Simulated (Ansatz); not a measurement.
# A correction line for B2PLYP/def2-TZVPP: vertical ionisation energy

The vertical ionisation energy (cation less neutral) in eV of 6 molecular compounds of Li: x at B2PLYP/def2-TZVPP, y at CCSD(T)/def2-TZVPP. Shapes, held fixed at every level: PBE0-D4/def2-TZVP. Programs: Ansatz 0.2.0.

| molecule | x (eV) | y (eV) |
| --- | --- | --- |
| CH3LiS (SMILES [Li][S]C) | 7.36 | 7.33 |
| LiSH (SMILES [Li][SH]) | 8.07 | 8.00 |
| CH3LiO (SMILES [Li][O]C) | 8.25 | 8.19 |
| LiBr (SMILES [Li][Br]) | 9.40 | ? |
| LiCl (SMILES [Li][Cl]) | 9.95 | 9.82 |
| LiF (SMILES [Li][F]) | 11.56 | 11.34 |

Problem. Fit y = c + s·x to the known rows and predict y for LiBr.

Solution. 
1. Means of the 5 rows: x = 9.0380, y = 8.936.
2. Σ(Δx)² = 11.566, Σ(Δx·Δy) = 11.058, so the slope is 11.058/11.566 = 0.95608.
3. Intercept: 8.936 − (0.95608) × 9.0380 = 0.295. The largest residual of the fit is 0.012.
4. LiBr: 0.295 + 0.95608 × 9.40 = 9.28 eV.

CCSD(T)/def2-TZVPP gives 9.29 eV, so the prediction is off by -0.01 eV, within the largest residual. Uncorrected, B2PLYP/def2-TZVPP misses it by +0.11 eV, and the other rows by 0.10 on average. The line removes about 90 % of this miss. Left out in turn, the other rows are missed by 0.01 eV on average, so much of the error is systematic among these molecules. Cations run unrestricted. Relativity is left out for Br. Outer-core shells of Br, Li are correlated, in sets that cover them unevenly.
